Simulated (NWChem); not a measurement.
CH4BClO; SMILES CB(O)Cl

```xyz
8

B      0.0971    -0.4434    -0.0013
Cl    -0.0705     1.3391     0.0011
C     -1.1716    -1.3528    -0.0011
H     -1.7810    -1.1566     0.8961
H     -0.9121    -2.4204    -0.0270
H     -1.8149    -1.1190    -0.8645
O      1.3375    -0.9653    -0.0005
H      2.0307    -0.2950     0.0017
```
Atoms are numbered in this order, from 1.

Program: NWChem. Pople sets run with spherical d functions. Geometry: optimised at PBE0/def2-SVP. GIAO values for the isolated, static molecule; σ is the absolute isotropic shielding, δ = σ(reference) − σ with the isolated reference molecule computed at the same levels (11B: boron trifluoride, 13C: tetramethylsilane, 1H: tetramethylsilane, 17O: water).

For level Hartree-Fock/6-31G*:

| Item | Value |
|---|---|
| δ B1 (ppm) | 34.0 |
| σ Cl2 (ppm) | 896.0 |
| δ O7 (ppm) | 130.3 |
| δ H8 (ppm) | 4.49 |

Question: Estimate the same quantities for level PBE0/pcSseg-1.

Answer: 
| Quantity | Result |
|---|---|
| δ B1 (ppm) | 32.0 |
| σ Cl2 (ppm) | 789.9 |
| δ O7 (ppm) | 190.1 |
| δ H8 (ppm) | 5.17 |
